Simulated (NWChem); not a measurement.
System: CdGeH4; SMILES [GeH3][CdH]

Program: NWChem. All runs use the structure optimised with PBE0/def2-SVP. def2 effective core potentials on Cd; no spin-orbit coupling.

Task: Estimate the computed values for B97-2/def2-TZVP. Quantities: highest occupied level (eV); orbital gap (eV); dipole (D).

Result: 
```json
{
  "highest occupied level (eV)": "-6.90",
  "orbital gap (eV)": "5.89",
  "dipole (D)": "0.48"
}
```
